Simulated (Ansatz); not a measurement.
Basis sets compared for Ta(NH)F3 (TaNF3H). Charge 0, multiplicity 1. Geometry r2SCAN-D4/def2-SVP. Ansatz on 2 threads of Arm Neoverse V1 on a shared host; times are rough, and most runs start from earlier orbitals.

Cartesian coordinates in Å:
```
Ta -0.181 0.361 0.248
N 0.492 -0.981 -0.674
H 0.880 -1.754 -1.205
F 0.579 1.949 -0.428
F 0.280 0.093 2.056
F -2.051 0.333 0.003
```

In the def2 sets Ta takes a core potential; there is no spin–orbit coupling.

Binding counts from free atoms (Ta quartet, N quartet, H doublet, F doublet) in the same basis, without a counterpoise term.

| level | functions | energy (Eh) | HOMO (eV) | LUMO (eV) | binding per atom (eV) | wall time |
| --- | --- | --- | --- | --- | --- | --- |
| PBE-D4/def2-SVP | 93 | -411.5732 | -7.03 | -1.95 | 5.15 | 1.4 s |
| PBE0-D4/def2-SVP | 93 | -411.5079 | -8.55 | -1.16 | 4.83 | 1.6 s |

**Question.** Estimate the rows for PBE-D4/def2-TZVP, PBE0-D4/def2-TZVP (with forces).

**Answer.** 
| level | functions | energy (Eh) | HOMO (eV) | LUMO (eV) | binding per atom (eV) | wall time |
| --- | --- | --- | --- | --- | --- | --- |
| PBE-D4/def2-TZVP | 170 | -412.0192 | -7.13 | -2.06 | 5.09 | 2.2 s |
| PBE0-D4/def2-TZVP (with forces) | 170 | -411.9562 | -8.58 | -1.20 | 4.81 | 4.1 s |
